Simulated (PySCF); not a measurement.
Compound: C5H3FOS.
SMILES with atom numbers: `[O:1]=[c:2]1[cH:3][cH:4][s:5][cH:6][c:7]1[F:8]` (hydrogens: H9 on C3; H10 on C4; H11 on C6)

All values: B3LYP/def2-SVPD (PySCF, non-relativistic), on one gas-phase PBE0-D3(BJ)/def2-SVP geometry that isn't relaxed in the solvent. The solvent is an IEF-PCM continuum (van der Waals radii × 1.2), and excitations are vertical TDDFT with non-equilibrium linear response and a frozen core. Specific hydrogen bonds and non-electrostatic terms are outside this model.

Gas-phase singlets (H = HOMO, L = LUMO):

```tsv
state	E (eV)	λ (nm)	f	leading configuration
S1	3.745	331	0.000	H-1→L 99%
S2	4.712	263	0.203	H→L 84%
S3	4.757	261	0.001	H-1→L+1 99%
S4	4.836	256	0.056	H→L+1 91%
S5	5.614	221	0.000	H→L+2 97%
```

Q: How does the list change in cyclohexane (ε = 2.017)?

A: 
```json
{"state": "S1", "E (eV)": "3.878", "λ (nm)": "320", "f": "0.000", "leading configuration": "H-1→L 99%", "change by rank (eV)": "+0.133"}
{"state": "S2", "E (eV)": "4.618", "λ (nm)": "268", "f": "0.310", "leading configuration": "H→L 92%", "change by rank (eV)": "-0.094"}
{"state": "S3", "E (eV)": "4.861", "λ (nm)": "255", "f": "0.057", "leading configuration": "H→L+1 96%", "change by rank (eV)": "+0.104"}
{"state": "S4", "E (eV)": "4.932", "λ (nm)": "251", "f": "0.000", "leading configuration": "H-1→L+1 100%", "change by rank (eV)": "+0.096"}
{"state": "S5", "E (eV)": "5.716", "λ (nm)": "217", "f": "0.103", "leading configuration": "H-2→L 94%", "change by rank (eV)": "+0.102"}
```

Q: How does the list change in benzene (ε = 2.271)?

A: 
| state | E (eV) | λ (nm) | f | leading configuration | change by rank (eV) |
| --- | --- | --- | --- | --- | --- |
| S1 | 3.897 | 318 | 0.000 | H-1→L 99% | +0.152 |
| S2 | 4.606 | 269 | 0.323 | H→L 92% | -0.106 |
| S3 | 4.866 | 255 | 0.059 | H→L+1 96% | +0.109 |
| S4 | 4.958 | 250 | 0.000 | H-1→L+1 100% | +0.122 |
| S5 | 5.704 | 217 | 0.107 | H-2→L 95% | +0.090 |

Q: The ground-state energy changes by -0.176 eV from gas to benzene. By how much does the total energy of gas-phase S1 change?

A: E(S1) = E(S0) + excitation energy, so it changes by -0.176 + 0.152 = -0.024 eV: it is lowered less than the ground state, which is what a blue shift means. This is the vertical state, with the slow part of the continuum still set for S0.

Q: How do the frontier levels move from gas to benzene?

A: 
| orbital | gas (eV) | solvent (eV) | change (eV) | Löwdin shares, gas | Löwdin shares, solvent |
| --- | --- | --- | --- | --- | --- |
| LUMO+2 | -0.31 | -0.09 | +0.22 | S5 66 %, C6 10 %, C4 8 %, H10 6 % | S5 65 %, C6 10 %, C4 8 %, H10 4 % |
| LUMO+1 | -1.49 | -1.35 | +0.14 | C3 22 %, C7 20 %, C4 17 %, C6 15 % | C3 22 %, C7 19 %, C4 17 %, C6 15 % |
| LUMO | -2.15 | -2.07 | +0.08 | O1 20 %, C2 17 %, C4 17 %, S5 16 % | O1 20 %, C2 18 %, C4 16 %, S5 16 % |
| HOMO | -6.97 | -6.90 | +0.07 | S5 29 %, O1 19 %, C7 13 %, C3 11 % | S5 29 %, O1 19 %, C7 13 %, C3 11 % |
| HOMO-1 | -7.33 | -7.40 | -0.07 | O1 69 %, C2 12 %, C7 7 %, C3 7 % | O1 68 %, C2 12 %, C7 7 %, C3 7 % |
| HOMO-2 | -8.53 | -8.39 | +0.14 | C4 23 %, C6 23 %, C3 19 %, C7 12 % | C4 23 %, C6 23 %, C3 19 %, C7 12 % |
| HOMO-3 | -10.30 | -10.18 | +0.12 | S5 38 %, F8 13 %, C3 10 %, C4 9 % | S5 41 %, C3 11 %, F8 11 %, C4 10 % |

The HOMO–LUMO gap goes from 4.82 to 4.84 eV.
